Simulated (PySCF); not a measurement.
Geometry:
| atom | x (Å) | y (Å) | z (Å) |
| --- | --- | --- | --- |
| C1 | 3.559 | -0.230 | -0.321 |
| C2 | 2.325 | 0.603 | -0.085 |
| O3 | 2.316 | 1.800 | 0.030 |
| O4 | 1.239 | -0.169 | -0.040 |
| C5 | -0.048 | 0.470 | 0.105 |
| C6 | -0.725 | -0.061 | 1.332 |
| C7 | -1.988 | -0.449 | 1.347 |
| C8 | -2.874 | -0.418 | 0.143 |
| C9 | -2.109 | -0.172 | -1.117 |
| C10 | -0.849 | 0.224 | -1.137 |
| H11 | 4.408 | 0.224 | 0.181 |
| H12 | 3.400 | -1.247 | 0.023 |
| H13 | 3.760 | -0.247 | -1.391 |
| H14 | 0.150 | 1.550 | 0.221 |
| H15 | -0.109 | -0.107 | 2.218 |
| H16 | -2.440 | -0.809 | 2.260 |
| H17 | -3.634 | 0.362 | 0.268 |
| H18 | -3.417 | -1.366 | 0.064 |
| H19 | -2.648 | -0.333 | -2.040 |
| H20 | -0.321 | 0.384 | -2.066 |

All values are calculated (PySCF 2.14): structure optimised with GFN2-xTB, PBE0/pcSseg-1 with gauge-including orbitals. One averaged value for each set of equivalent atoms, one conformer, gas phase, non-relativistic.

Question: Predict the 2D correlation tables (HSQC, COSY, HMBC).

Answer: 

HSQC (one-bond C–H):
```
                δH              δC
        6.63 (H14)       64.5 (C5)
    6.20 (H16/H19)   133.4 (C7/C9)
    5.92 (H15/H20)  133.7 (C6/C10)
        2.83 (H17)       30.6 (C8)
        2.81 (H18)       30.6 (C8)
2.13 (H11/H12/H13)       23.5 (C1)
```

COSY cross peaks (H two or three bonds apart, from the bond graph; peaks can be absent where the dihedral angle is near 90°):
```
            δH              δH
    6.63 (H14)  5.92 (H15/H20)
6.20 (H16/H19)  5.92 (H15/H20)
6.20 (H16/H19)      2.83 (H17)
6.20 (H16/H19)      2.81 (H18)
    2.83 (H17)      2.81 (H18)
```

HMBC (two and three bonds, from the bond graph):
```
                δH                                                   δC
        6.63 (H14)            174.9 (C2), 133.7 (C6/C10), 133.4 (C7/C9)
    6.20 (H16/H19)  133.7 (C6/C10), 133.4 (C7/C9), 64.5 (C5), 30.6 (C8)
    5.92 (H15/H20)  133.7 (C6/C10), 133.4 (C7/C9), 64.5 (C5), 30.6 (C8)
        2.83 (H17)                        133.7 (C6/C10), 133.4 (C7/C9)
        2.81 (H18)                        133.7 (C6/C10), 133.4 (C7/C9)
2.13 (H11/H12/H13)                                           174.9 (C2)
```

Shifts are taken against calculated references (same method and geometry level): TMS for ¹H, ¹³C.

Shifts are as computed. Against solution values, carbons near 30 ppm lie about +3 ppm off and those near 130 ppm about +5 ppm. Of 1211 compounds with measured shifts, 218 miss one by over three times the rms of a fit or turn the order of signals round; such compounds aren't used in these exercises.
